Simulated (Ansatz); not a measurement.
(F2Ga-mu-PH2)2 (Ga₂P₂H₄F₄). Charge 0, multiplicity 1. Geometry PBE-D4/def2-SVP; atoms count from 1.

```xyz
12

Ga    0.278    0.824    1.522
F    -0.997    1.800    2.275
F     1.842    0.706    2.350
P     0.545    1.360   -0.836
Ga   -0.278   -0.825   -1.522
F    -1.842   -0.708   -2.351
F     0.999   -1.798   -2.275
P    -0.545   -1.360    0.837
H     1.869    1.680   -1.254
H    -0.205    2.476   -1.305
H     0.204   -2.477    1.306
H    -1.870   -1.679    1.253
```

Estimate the Mulliken populations from the PBE0/def2-TZVP orbitals of Ansatz.


```tsv
atom	charge (e)
Ga1	0.80
F2	-0.39
F3	-0.39
P4	-0.31
Ga5	0.80
F6	-0.39
F7	-0.39
P8	-0.31
H9	0.14
H10	0.14
H11	0.14
H12	0.14
```
Mulliken values depend strongly on the basis.

And the Mayer bond orders between heavy atoms (over 0.3)?

Ga1–F2 0.96 (1.77 Å); Ga1–F3 0.96 (1.77 Å); Ga1–P4 0.67 (2.43 Å); Ga1–P8 0.67 (2.43 Å); P4–Ga5 0.67 (2.43 Å); Ga5–F6 0.96 (1.77 Å); Ga5–F7 0.96 (1.77 Å); Ga5–P8 0.67 (2.43 Å).
